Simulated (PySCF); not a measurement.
# Electron correlation in Te (tellurium, neutral)

Starting occupation: [Kr] 4d10 5s2 5p4, 5p1/2 with m_j = -1/2, +1/2, 5p3/2 with m_j = +1/2, +3/2. Calculation: PySCF 2.14, in x2c-QZVPPall-2c (13s13p9d4f1g, 134 functions); X2C-1e with screened-nucleus spin-orbit coupling, Gaussian nucleus. Frozen: [Ar] 3d10; 24 electrons correlated; the 32 highest virtual spinors left out.

MP2 pair energies summed by pair of shells (mhartree):

| pair | energy | share (%) |
| --- | --- | --- |
| 4d-4d | -335.17 | 42.3 |
| 4d-4p | -112.00 | 14.1 |
| 4d-5p | -79.63 | 10.0 |
| 4d-5s | -56.58 | 7.1 |
| 5p-5s | -45.31 | 5.7 |
| 5p-5p | -44.63 | 5.6 |
| 4p-4p | -40.95 | 5.2 |
| 4d-4s | -29.90 | 3.8 |
| 4p-4s | -16.14 | 2.0 |
| 4p-5p | -9.29 | 1.2 |
| 4p-5s | -9.04 | 1.1 |
| 5s-5s | -8.26 | 1.0 |
| 4s-4s | -3.54 | 0.4 |
| 4s-5p | -1.35 | 0.2 |
| 4s-5s | -1.19 | 0.1 |

Total MP2 correlation energy: -792.97 mhartree.

The GHF reference relaxed away from the jj start to a determinant that is no pure jj level (⟨S²⟩ = 1.90, ⟨J²⟩ = 6.03); the energies belong to that determinant.

This basis was not built for core-valence correlation, so the inner-shell part is incomplete.
